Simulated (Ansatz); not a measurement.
CH₃ClOSi, SMILES `Cl[SiH]1CO1`. Charge 0, multiplicity 1.

| atom | x (Å) | y (Å) | z (Å) |
| --- | --- | --- | --- |
| Cl1 | -1.063 | 1.358 | 1.823 |
| Si2 | 0.231 | 0.645 | 0.432 |
| C3 | -0.220 | -0.670 | -0.702 |
| O4 | 0.630 | -0.947 | 0.494 |
| H5 | 1.310 | 1.624 | 0.230 |
| H6 | -1.191 | -1.156 | -0.640 |
| H7 | 0.303 | -0.854 | -1.638 |

(1) What are the harmonic wavenumbers in cm⁻¹ at PBE0-D4/def2-TZVP (Ansatz, finite differences of forces, unscaled)? (An estimate is asked.)

(2) Is this a minimum?

(3) Give the ideal-gas thermochemistry at 298.15 K and 1 bar (rigid rotor, harmonic oscillator; point group C1, symmetry number 1).

(4) And at 400, 500, 600, 800 and 1000 K?

Results:

(1) Ansatz gave: 209, 235, 515, 615, 732, 763, 780, 842, 1044, 1103, 1141, 1461, 2299, 3105, 3189.

(2) Yes, all 15 modes are real.

(3) Zero-point energy 107.9 kJ/mol; H(298) − E = 122.6 kJ/mol; entropy 298.0 J/(mol·K), of which translation 165.6, rotation 107.0, vibration 25.4; G(298) − E = 33.8 kJ/mol.

(4) 
```tsv
T (K)	H − E (kJ/mol)	S (J/mol/K)	G − E (kJ/mol)
400	130.9	321.6	2.2
500	140.3	342.6	-31.0
600	150.7	361.5	-66.2
800	173.6	394.4	-141.9
1000	198.6	422.3	-223.7
```
